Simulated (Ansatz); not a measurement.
System: B2 (charge 0, triplet). 
Structure (B3LYP-D3(BJ)/def2-TZVP (Ansatz, a program for electronic structure) minimum search):
```
B
B 1 1.5680
```
Charge 0, spin multiplicity 3.

Basis-set convergence of Hartree-Fock and CCSD correlation energies (hartree) with Ansatz. Correlated levels leave the core frozen unless marked. UHF or UKS for open shells. No spin-orbit coupling. Non-relativistic. The program attaches cautions to a run behind CCSD/cc-pVDZ: large difference. The program attaches cautions to a run behind CCSD/cc-pVTZ: large difference. The program attaches cautions to a run behind CCSD/cc-pVQZ: large difference. The program attaches cautions to a run behind CCSD/cc-pV5Z: large difference.

The UHF reference is spin-contaminated (<S^2> 0.91 over the pure value in the largest basis). The T1 diagnostic of CCSD in the largest basis is 0.070, which is high, so the coupled-cluster rows are less sure than usual.

| basis | functions | E(HF) | E(corr, CCSD) |
|---|---|---|---|
| cc-pVDZ | 28 | -49.14412 | -0.11302 |
| cc-pVTZ | 60 | -49.15139 | -0.12931 |
| cc-pVQZ | 110 | -49.15383 | -0.13430 |
| cc-pV5Z | 182 | -49.15425 | -0.13580 |

Extrapolating the two largest sets (X = 4 and 5) as X^-3: E(corr) = (125·(-0.13580) - 64·(-0.13430))/61 = -0.1374 Eh, an estimate of the basis-set limit. The largest set recovers 98.9 % of it, the smallest 82.3 %.
